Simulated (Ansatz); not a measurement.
CH2BN2, SMILES `N#C[B-]N` (lower singlet) (charge -1, multiplicity 1). This singlet lies 0.85 eV below the relaxed triplet at the level B3LYP/aug-cc-pVTZ // PBE0-D3(BJ)/def2-TZVPD (Ansatz, a first-principles code).

Cartesian coordinates (Å):
```xyz
6

N      2.4921    -0.0008    -0.4949
C      1.4150    -0.1004    -0.0612
B      0.0552    -0.2896     0.6735
N     -1.0295     0.0445    -0.1746
H     -0.9538     0.3668    -1.1373
H     -1.9790    -0.0204     0.1398
```
Charge -1, spin multiplicity 1.

Frozen-core energies in aug-cc-pVDZ from Ansatz at a geometry from PBE0-D3(BJ)/def2-TZVPD; the HF reference has <S^2> = 0.00 (restricted, and unstable towards unrestricted orbitals) and the T1 diagnostic is 0.020.

```json
[
 {"level": "HF", "energy (Ha)": "-172.61776"},
 {"level": "MP2", "energy (Ha)": "-173.17925"},
 {"level": "CCSD", "energy (Ha)": "-173.19990"}
]
```

Question: Estimate the energies of CCSD(T), CCSDT and CCSDT(Q), and give each level's difference from CCSDT(Q).

Answer: 
| level | energy (Ha) | difference from CCSDT(Q) (mHa) |
|---|---|---|
| MP2 | -173.17925 | 50.74 |
| CCSD | -173.19990 | 30.09 |
| CCSD(T) | -173.22664 | 3.35 |
| CCSDT | -173.22726 | 2.72 |
| CCSDT(Q) | -173.22998 | 0.00 |
